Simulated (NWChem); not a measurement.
Everything below was run with NWChem. System: C$_{2}$HCl$_{2}$, charge 1, spin multiplicity 3, at the geometry of a parent with another charge or spin, in a state set for the comparison that need not be this species' ground state. Its SCF solution wasn't tested for a lower state. Level: UMP2/def2-TZVP, 12 core orbitals frozen.

NWChem printed:

```
             Northwest Computational Chemistry Package (NWChem) 7.3.0
             --------------------------------------------------------

                                NWChem Input Module
                                -------------------

 Scaling coordinates for geometry "geometry" by  1.889725989
 (inverse scale =  0.529177249)

 Turning off AUTOSYM since
 SYMMETRY directive was detected!

                             Geometry "geometry" -> ""
                             -------------------------

 Output coordinates in angstroms (scale by  1.889725989 to convert to a.u.)

  No.       Tag          Charge          X              Y              Z
 ---- ---------------- ---------- -------------- -------------- --------------
    1 C                    6.0000     1.58645000     0.82125800     0.00000000
    2 C                    6.0000     0.40905000     0.22981900     0.00000000
    3 Cl                  17.0000    -1.09116300     1.11234000     0.00000000
    4 Cl                  17.0000     0.23051000    -1.51913100     0.00000000
    5 H                    1.0000     2.65810300     0.60897600     0.00000000

 Effective nuclear repulsion energy (a.u.)     177.5649145289

            Nuclear Dipole moment (a.u.)
            ----------------------------
        X                 Y               Z
 ---------------- ---------------- ----------------
     0.0000037795    -0.0000170075     0.0000000000

      Symmetry information
      --------------------

 Group name             Cs
 Group number              2
 Group order               2
 No. of unique centers     5

      Symmetry unique atoms

     1    2    3    4    5


 Summary of "ao basis" -> "" (spherical)
 ------------------------------------------------------------------------------
       Tag                 Description            Shells   Functions and Types
 ---------------- ------------------------------  ------  ---------------------
 *                         def2-tzvp                  on all atoms

 Summary of "ao basis" -> "ao basis" (spherical)
 ------------------------------------------------------------------------------
       Tag                 Description            Shells   Functions and Types
 ---------------- ------------------------------  ------  ---------------------
 C                         def2-tzvp                11       31   5s3p2d1f
 Cl                        def2-tzvp                13       37   5s5p2d1f
 H                         def2-tzvp                 4        6   3s1p
[...]
     2   0 2 0    -20.381987   -131.245639   -121.257486    232.121138
     2   0 1 1     -0.000000     -0.000000      0.000000      0.000000
     2   0 0 2    -24.984908    -13.752984    -11.231924      0.000000

                   NWChem MP2 Semi-direct Energy/Gradient Module
                   ---------------------------------------------

  Basis functions       =    142
  Molecular orbitals    =    142
  Frozen core           =     12
  Frozen virtuals       =      0
  Active alpha occupied =     12
  Active beta occupied  =     10
  Active alpha virtual  =    118
  Active beta virtual   =    120
  Use MO symmetry       = T
  Use skeleton AO sym   = T

  AO/Fock/Back tols     =   1.0D-09  1.0D-09  1.0D-09

 GA uses MA = F    GA memory limited = T

 Available:
  local mem=  1.26D+08
 global mem=  1.44D+08
 local disk=  0.00D+00
  mp2_memr nvloc                   118
  nvloc new                   118
   1 passes of  12:        5242880                     111906                  47470810.
   1 passes of  12: M    126148802           G      144138872           F     120905922.

 Semi-direct pass number   1 of   1  for UHF alpha       at        8.9s
  vrange nnbf                  9853
  mp2_eaftype                   181  avail_ma_in_mb                  1099
 EAF : mp2_eaftype filesize         181   23735405.
  mp2_eaf for mointskh                    181
Node 0 wrote    111.6 Mb in      0.2 s     Agg I/O rate:   638.1 Mb/s
 Done moints_semi at       15.0s
  mp2_eaftype                   181  avail_ma_in_mb                   918
 EAF : mp2_eaftype filesize         181   23735405.
  mp2_eaf for kh                   181
 Done maket at       15.3s
 Done multipass loop at       15.3s

 GA uses MA = F    GA memory limited = T

 Available:
  local mem=  1.26D+08
 global mem=  1.44D+08
 local disk=  0.00D+00
  mp2_memr nvloc                   120
  nvloc new                   120
   1 passes of  10:        5242880                     101110                  40234767.
   1 passes of  10: M    126148802           G      144138872           F     120905922.

 Semi-direct pass number   1 of   1  for UHF beta        at       15.3s
  vrange nnbf                  9853
  mp2_eaftype                   153  avail_ma_in_mb                  1099
 EAF : mp2_eaftype filesize         153   20117384.
  mp2_eaf for mointskh                    153
Node 0 wrote     94.6 Mb in      0.1 s     Agg I/O rate:   635.0 Mb/s
 Done moints_semi at       21.8s
  mp2_eaftype                   153  avail_ma_in_mb                   946
 EAF : mp2_eaftype filesize         153   20117384.
  mp2_eaf for kh                   153
 Done maket at       22.2s
 Done multipass loop at       22.2s

          -------------------------------------------
          SCF energy                -994.933779920984
          Correlation energy          -0.610432995085
          Singlet pairs                0.000000000000
          Triplet pairs                0.000000000000
          Total MP2 energy          -995.544212916068
          -------------------------------------------

          ---------------------------------------------------
                    Spin Component Scaled (SCS) MP2
          Same spin pairs                     -0.159038280105
          Same spin scaling factor             0.333333333333
          Opposite spin pairs                 -0.451394714980
          Opposite spin scaling fact.          1.200000000000
          SCS-MP2 correlation energy          -0.594686418011
          Total SCS-MP2 energy              -995.528466338994
          ---------------------------------------------------

 -----------------------
 Performance information
 -----------------------

 Timer overhead =  9.66D-08 seconds/call

               Nr. of calls         CPU time (s)                 Wall time (s)                GFlops
             ---------------    -------------------     ------------------------------   -------------------
Name         Min   Avg   Max    Min     Avg     Max     Min     Avg     Max   Mx/calls   Min     Max     Sum
mp2: moin     2     2     2    13.     13.     13.      13.     13.     13.     6.3      0.0     0.0     0.0
mp2: make     2     2     2   0.64    0.64    0.64     0.64    0.64    0.64    0.32      0.0     0.0     0.0
mp2: tota     1     1     1    13.     13.     13.      13.     13.     13.     13.      0.0     0.0     0.0

 The average no. of pstat calls per process was 5.00D+00
 with a timing overhead of 4.83D-07s

 Task  times  cpu:       22.1s     wall:       22.1s

 Total times  cpu:       22.2s     wall:       22.2s
```

Q: Write an NWChem input that would produce this output.

A: One answer among several that fit: 
```
start mol
memory heap 200 mb stack 900 mb global 1100 mb
charge 1
geometry units angstroms nocenter noautoz
  C      1.586450     0.821258     0.000000
  C      0.409050     0.229819     0.000000
  Cl    -1.091163     1.112340     0.000000
  Cl     0.230510    -1.519131     0.000000
  H      2.658103     0.608976     0.000000
  symmetry group Cs
end
basis spherical
  * library def2-tzvp
end
scf
  uhf
  nopen 2
  maxiter 100
  thresh 1e-7
  semidirect memsize 60000000 filesize 0
  # guess.movecs holds the orbitals of an unrestricted PBE0 run
  vectors input guess.movecs output mol.movecs
end
mp2
  freeze core 12
end
task mp2 energy
```
